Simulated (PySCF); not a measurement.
# Electric properties by functional and basis

Compound: BH7N2Si.
SMILES: `BN[SiH2]N`

PySCF, dipoles from the SCF density, polarisabilities from static response with core orbitals frozen. One conformer (not necessarily the lowest) at the PBE0-D3(BJ)/def2-SVP geometry, without solvent, vibrations or thermal averaging.

The anisotropy is √(½[(α1 − α2)² + (α2 − α3)² + (α3 − α1)²]).

| level | μ (D) | α (au) | anisotropy (au) |
| --- | --- | --- | --- |
| LDA/def2-SVPD | 2.552 | 63.13 | 21.13 |
| PBE/def2-SVPD | 2.512 | 61.92 | 20.84 |
| B3LYP/def2-SVPD | 2.375 | 59.51 | 18.79 |
| PBE0/def2-SVPD | 2.395 | 59.00 | 18.74 |
| BHandHLYP/def2-SVPD | 2.252 | 56.66 | 16.83 |
| CAM-B3LYP/def2-SVPD | 2.339 | 58.46 | 17.75 |
| wB97X-D/def2-SVPD | 2.332 | 58.56 | 17.63 |
| LC-wPBE/def2-SVPD | 2.348 | 57.09 | 17.14 |
| HF/def2-SVPD | 2.120 | 53.59 | 14.34 |
| PBE0/6-31G* | 2.681 | 46.56 | 20.36 |
| PBE0/6-31+G* | 2.442 | 53.62 | 18.96 |
| PBE0/def2-SVP | 2.713 | 49.69 | 20.62 |
| PBE0/aug-cc-pVDZ | 2.347 | 60.56 | 19.04 |
| PBE0/def2-TZVP | 2.477 | 55.61 | 19.20 |
| PBE0/def2-TZVPD | 2.358 | 59.93 | 18.68 |

The dipole runs from 2.12 D (HF/def2-SVPD) to 2.71 D (PBE0/def2-SVP). No reference polarisability is at hand; against PBE0 in the largest diffuse basis at hand (def2-TZVPD) the other PBE0 rows deviate by 6-31G* -22%, 6-31+G* -11%, def2-SVP -17%, def2-SVPD -2%, aug-cc-pVDZ +1%, def2-TZVP -7%. In one basis (def2-SVPD) the functionals order the polarisability from HF (lowest) to LDA (highest), a spread of 18%. With PBE0 the polarisability is 50.62 au without diffuse functions (mean of 6-31G*, def2-SVP and def2-TZVP) and 58.28 au with them (mean of 6-31+G*, def2-SVPD, aug-cc-pVDZ and def2-TZVPD).

Without π bonds the low states are Rydberg-like; a valence basis with one diffuse set may place them up to an eV too high.
